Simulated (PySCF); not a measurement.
Species: [Rh(H2O)6]3+ (charge +3 and singlet state).
Bonds: Rh1–O2, Rh1–O5, Rh1–O8, Rh1–O11, Rh1–O14, Rh1–O17. Hydrogens: H3, H4 on O2; H6, H7 on O5; H9, H10 on O8; H12, H13 on O11; H15, H16 on O14; H18, H19 on O17.

The calculation used PBE0-D3(BJ)/def2-SVP geometry optimisation, gas phase, def2 core potentials past Kr in PySCF 2.14.0.

List the bond lengths and angles at this level.

```json
{"bond": "Rh1–O2 and 5 like bonds", "length (Å)": "2.033"}
{"bond": "O2–H3 and 11 like bonds", "length (Å)": "0.977"}
```

Bonds in one row agree within 0.01 Å and their mean is given. A selection of angles:
```json
{"angle": "O2–Rh1–O5", "degrees": "176.7"}
{"angle": "O2–Rh1–O8", "degrees": "91.9"}
{"angle": "O2–Rh1–O11", "degrees": "88.3"}
{"angle": "O2–Rh1–O14", "degrees": "86.3"}
{"angle": "O2–Rh1–O17", "degrees": "93.7"}
{"angle": "O8–Rh1–O11", "degrees": "179.8"}
{"angle": "Rh1–O2–H3", "degrees": "122.1"}
{"angle": "Rh1–O2–H4", "degrees": "126.0"}
{"angle": "H3–O2–H4", "degrees": "109.4"}
{"angle": "Rh1–O5–H6", "degrees": "122.7"}
{"angle": "Rh1–O5–H7", "degrees": "126.6"}
```

O2 (oxygen bonded to Rh and 2 H) is almost planar (angles 126.0°, 122.1° and 109.4°, sum 357.5°, 0.11 Å off the plane of its three neighbours). Rh1 (rhodium bonded to 6 O) is octahedral (the three widest angles are 179.8°, 179.7° and 176.7°, the others run from 86.2° to 93.8°).

No frequency check. No counter-ion or solvent screens the charge of this multiply charged ion.

The run took 5.7 min on Intel Xeon Platinum 8488C, one thread, on a shared host, and the process peaked at 0.76 GiB of memory. These figures are those of the optimisation.
